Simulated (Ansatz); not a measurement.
Compare A (`CO[SiH](C)S`) with its isomer B (`CO[SiH2]CS`).

Calculated with Ansatz (gas phase, PBE0-D4/def2-TZVP geometries, no zero-point term in ΔE). CCSD(T)/CBS adds triple-zeta CCSD(T) − MP2 to the extrapolated MP2 energy (def2 sets, frozen cores). DFT in def2-TZVPP. B3LYP here is the variant with VWN-RPA as its local correlation; programs differ in this. Each species was taken in one conformer, which may not be the lowest.

Q: Which isomer does CCSD(T)/CBS put lower? Give the gap. (Estimate.)

A: Ansatz gave: A, by 130.6 kJ/mol.

Q: Give E(B) − E(A) in kJ/mol with B2PLYP, B3LYP-D4, PBE-D4, B3LYP, ωB97M-V, MP2/def2-TZVPP, PBE0-D4. (Estimate.)

A: Computed: B2PLYP 129.8, B3LYP-D4 128.9, PBE-D4 130.4, B3LYP 128.1, ωB97M-V 131.0, MP2/def2-TZVPP 132.7, PBE0-D4 132.2. None reverses the order clearly.

Largest T1 diagnostic: 0.011.
